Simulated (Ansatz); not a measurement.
Calculated with Ansatz (gas phase, PBE0-D4/def2-TZVP geometries, no zero-point term in ΔE). CCSD(T)/CBS adds triple-zeta CCSD(T) − MP2 to the extrapolated MP2 energy (def2 sets, frozen cores). This one scheme is used for every species. Triplets are unrestricted, without spin–orbit coupling. Elements past krypton have def2 core potentials. For Mo outer-core shells are correlated without core-valence functions, which leaves a few kJ/mol of doubt a bond. One conformer a species, not always the lowest.

Consider the formal loss of a carbene: `C[N]=[Mo](=[O])([F])[O]C` → `[CH2]` (triplet) + `C[N]=[Mo](=[O])([OH])[F]`.

```
                   species  CCSD(T)/CBS(def2) energy (Eh)
`C[N]=[Mo](=[O])([F])[O]C`                     -452.81903
         `[CH2]` (triplet)                      -39.09499
`C[N]=[Mo](=[O])([OH])[F]`                     -413.57520
```

(1) Work out ΔE.

Largest T1 diagnostic among the species: 0.022, so the coupled-cluster value is less sure than usual.

## Answers

(1) ΔE = (-39.09499) + (-413.57520) − (-452.81903) = 0.14884 Eh = +390.8 kJ/mol.

Leaving LDA and LC-ωPBE aside and taking each functional with its dispersion term where it has one, the values, not all of them listed here, spread over 39.3 kJ/mol, from r2SCAN0-D4 to ωB97X-V. LDA lies +70.7 kJ/mol from PBE without D4. From PBE to PBE0 (25 % exact exchange), in def2-TZVPP and without D4, ΔE moves by −10.4 kJ/mol.
